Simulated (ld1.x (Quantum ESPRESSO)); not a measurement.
## Transferability test, TM potential for Ir

* Element: Ir
* Generator: ld1.x (Quantum ESPRESSO) 7.5
* Type: norm-conserving Troullier–Martins (Kleinman–Bylander form)
* Functional: PW91
* Relativity: fully relativistic
* Frozen core: [Kr] 4d10
* Valence charge: 31
* Reference configuration: 4f14 5s2 5p6 5d7 6s0 6p0 (charge +2)
* Partial waves: 5s (bound): rc 1.65 bohr; 5d (bound): rc 2.25 bohr; 4f (bound): rc 0.65 bohr; 5p (bound): rc 1.70 bohr
* Local potential: the p channel
* Core correction: Bessel-smoothed model core inside 0.65 bohr

Open shells are filled in proportion to 2j + 1 (rel_dist='average').

Energies are relative to the spin-unpolarised reference configuration 4f14 5s2 5p6 5d7 6s0 6p0; without spin polarisation the order of configurations can differ from experiment. The p channel is local and has no spin–orbit splitting in the pseudo-atom.

```
     valence configuration  charge  ΔE all-electron (eV)  error AE − PS (meV)
  4f14 5s2 5p6 5d7 6s1 6p0      +1               -17.559                  +59
  4f14 5s2 5p6 5d6 6s0 6p0      +3                30.616                 +1.4
  4f14 5s2 5p6 5d8 6s0 6p0      +1               -18.803                 -0.2
4f14 5s2 5p6 5d7 6s1.5 6p0    +0.5               -23.446                  +79
  4f14 5s2 5p6 5d7 6s0 6p1      +1               -11.134                 +272
  4f14 5s2 5p6 5d7 6s1 6p1       0               -22.233                 +205
```

(1) What are ΔE and the potential's error for 4f14 5s2 5p6 5d7 6s2 6p0?

Levels in the configuration 4f14 5s2 5p6 5d7 6s0 6p1:

```tsv
level	all-electron (eV)	pseudo (eV)
4f j=5/2	-73.771	-73.432
4f j=7/2	-70.651	-70.337
5s j=1/2	-107.792	-107.540
5p j=1/2	-74.610	-64.945
5p j=3/2	-61.010	-64.945
5d j=3/2	-17.648	-17.468
5d j=5/2	-16.358	-16.182
6p j=1/2	-8.862	-8.316
6p j=3/2	-7.776	-8.316
```

A Bessel basis up to 400 Ry misses an occupied level by 5.71 Ry, so cutoffs and ghosts were not judged. The potential misses its own reference levels by up to 9.4 eV, so it is not fit for use.

Results:

(1) ΔE = -27.521 eV all-electron; the error (AE − PS) is +95 meV.

These tests converged, but a pseudo level misses the all-electron one widely, so the file describes the atom poorly there or has found another state: 4f14 5s2 5p6 5d7 6s2 6p0: 5p by 9.5 eV; 4f14 5s2 5p6 5d7 6s1 6p0: 5p by 9.5 eV; 4f14 5s2 5p6 5d6 6s0 6p0: 5p by 9.6 eV; 4f14 5s2 5p6 5d8 6s0 6p0: 5p by 9.4 eV; 4f14 5s2 5p6 5d7 6s1.5 6p0: 5p by 9.5 eV; 4f14 5s2 5p6 5d7 6s0 6p1: 5p by 9.7 eV; 4f14 5s2 5p6 5d7 6s1 6p1: 5p by 9.7 eV.
